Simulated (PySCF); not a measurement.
SiPH4NClO4F

The system: SiPH4NClO4F, a molecule drawn to mimic a surface site (built as: Si site whose three back bonds go to F, NH2, OP(=O)(OH)2; end group Cl); neutral, singlet. The structure, one conformer, was relaxed in the gas phase by PBE0-D3(BJ)/def2-SVP. No frequency run checks that it is a minimum.

SMILES: N[Si](F)(Cl)OP(=O)(O)O

```xyz
13

Si   -1.736   -1.343   -1.118
F    -1.800   -2.640   -0.164
N    -2.516    0.026   -0.548
O    -0.102   -1.031   -1.269
P     0.765    0.203   -0.714
O     0.096    0.986    0.342
O     1.152    1.035   -2.016
O     2.163   -0.482   -0.329
Cl   -2.464   -1.963   -2.918
H    -3.503    0.218   -0.645
H    -1.988    0.684    0.025
H     1.592    0.509   -2.696
H     2.171   -0.800    0.583
```
Atoms count from 1 in this order.

Shieldings: GIAO PBE0/pcSseg-1. Shifts are against computed references at the same level: H TMS (σ 31.27 ppm), Si TMS (σ 352.0 ppm). Core levels by delta-SCF with SCAN, pcX-2 on the ionised atom and pcseg-1 elsewhere, spin-free X2C (2p3/2 is the spin-free 2p value less a third of a first-order spin-orbit splitting); from the vacuum level, for chosen atoms.

Problem. Give the NMR and core-level values of the distinct atoms.

Solution. 
```tsv
atoms	bonded to	σ (ppm)	δ (ppm)	core level (eV)
Si1	1 Cl + 1 F + 1 N + 1 O	400.0	-48.0	2p3/2 109.63
F2	1 Si	280.1	-	1s 692.71
N3	1 Si + 2 H	228.6	-	1s 405.36
O4	1 P + 1 Si	185.5	-	1s 539.43
P5	4 O	324.4	-	-
O6	1 P	182.5	-	-
O7	1 P + 1 H	230.9	-	-
O8	1 P + 1 H	219.4	-	-
Cl9	1 Si	903.2	-	2p3/2 206.59
H10	1 N	29.87	1.40	-
H11	1 N	27.48	3.79	-
H12	1 O	27.90	3.37	-
H13	1 O	27.87	3.39	-
```

Values are those of this one static structure; atoms that internal rotation interchanges would show their mean in an NMR spectrum.

Problem. By CAM-B3LYP/def2-SVPD (TDDFT singlets, Tamm-Dancoff triplets, ionisation by delta-SCF), where does absorption start, and what does vertical ionisation take?

Solution. The lowest singlet lies at 7.28 eV (f 0.027), the lowest triplet at 6.89 eV; vertical ionisation takes 10.80 eV.
